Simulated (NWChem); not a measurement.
# GaH$_{3}$O$_{2}$; SMILES [GaH]([OH])[OH]

```xyz
6

Ga    -0.3253    -0.0444     0.0000
H     -1.8842    -0.0380     0.0000
O      0.5689    -1.6026     0.0000
H      1.5332    -1.4535     0.0000
O      0.7710     1.3904     0.0000
H      0.2812     2.2330     0.0000
```
Atoms are numbered in this order, from 1.

Results from NWChem. Structure relaxed at the PBE-D3(BJ)/def2-SVP level. Isotropic polarisability at PBE0/def2-SVPD. A Cauchy series cut after its second term is a line in ω².

| row | ω² (10⁻³ Ha²) | α (bohr³) |
|---|---|---|
| static | 0.00 | 37.21 |
| 1065 nm | 1.83 | 37.60 |
| 589 nm | 5.98 | 38.54 |
| 400 nm | 12.97 | withheld |

Fit a straight line of the last column on the one before it, predict the withheld value, and compare with the run.


1. Means of the 3 shown rows: x = 2.603, y = 37.783. Slope Σ(x − x̄)(y − ȳ)/Σ(x − x̄)² = 4.189/18.78 = 0.2231; intercept 37.203.
2. The shown rows scatter about the line by 0.008 (root mean square); the largest residual is -0.01, at 1065 nm.
3. At x = 12.97 (400 nm; beyond the shown range) the line gives 40.10.
4. The run gives 40.30, +0.20 from the line. The intercept estimates α(0), and the slope, 223 bohr³/Ha², the next Cauchy moment.
